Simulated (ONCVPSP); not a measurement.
Transferability test, ONCV potential for oxygen

```
Element                 : O
Generator               : ONCVPSP 4.0.1
Type                    : optimised norm-conserving Vanderbilt (ONCV)
Functional              : LDA (Perdew-Wang 92)
Relativity              : scalar-relativistic
Frozen core             : [He]
Valence charge          : 6
Reference configuration : 2s1.5 2p4.5
Partial waves           : 2s: rc 0.60 bohr, ncon 4, nbas 7, qcut 10.8 1/bohr, 2 projectors, debl 3.7 Ha; 2p: rc 1.55 bohr, ncon 4, nbas 8, qcut 10.7 1/bohr, 2 projectors, debl 1.4 Ha; d scattering state at 0.03 Ha: rc 1.70 bohr, ncon 4, nbas 7, qcut 5.7 1/bohr, 1 projector
Local potential         : polynomial inside 0.40 bohr (lpopt 5, dvloc0 3 Ha)
Core correction         : Teter function, fcfact 6, rcfact 1.5
```

Energies are relative to the spin-unpolarised reference configuration 2s1.5 2p4.5; without spin polarisation the order of configurations can differ from experiment.

| valence configuration | charge | ΔE all-electron (eV) | error AE − PS (meV) |
| --- | --- | --- | --- |
| 2s2 2p4 | 0 | -7.285 | +4.1 |
| 2s2 2p3 | +1 | 9.299 | +48 |

Question: What are ΔE and the potential's error for 2s2 2p2?

Answer: ΔE = 43.012 eV all-electron; the error (AE − PS) is +234 meV.

Question: What are ΔE and the potential's error for 2s1 2p5?

Answer: ΔE = 7.300 eV all-electron; the error (AE − PS) is +4.6 meV.

Note: ghosts flagged at negative energy: s at -394.9 eV; GHOST(+) flagged for d at 37.1 eV. A true bound ghost makes a file unfit for plane-wave use.
